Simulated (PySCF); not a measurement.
The numbers are results of PBE-D3(BJ)/def2-TZVP // M06-2X/def2-TZVP run with PySCF, not measurements. Isolated molecules, 0 K electronic values unless said otherwise. One relaxed conformer stands for a flexible species; it need not be the lowest. Excitations are Tamm–Dancoff values on a coarser integration grid. The basis has no diffuse functions, so Rydberg states are missing or too high.

Reference species (SMILES): `[CH3][Ga]([OH])[OH]` (O–Ga–O–H torsion 180°, O–Ga–O–H torsion 0°) (neutral, multiplicity 1).

```
Property               Value
-------------------  -------
T1 excitation (TDA)  5.50 eV
S1–T1 gap (TDA)      0.27 eV
HOMO–LUMO gap        5.66 eV
S1 excitation (TDA)  5.77 eV
```

Changed species: `[OH][Ga]([OH])[OH]` (3 of 3 CH3 replaced by OH; the reference has 2 of 3 CH3 replaced by OH).

Q: Predict the effect on the T1 excitation (TDA), S1–T1 gap (TDA), HOMO–LUMO gap and S1 excitation (TDA).

A: the T1 excitation (TDA) falls by 0.36 eV, to 5.14 eV; the S1–T1 gap (TDA) rises by 0.04 eV, to 0.31 eV; the HOMO–LUMO gap drops by 0.34 eV, to 5.32 eV; the S1 excitation (TDA) decreases by 0.32 eV, to 5.45 eV.
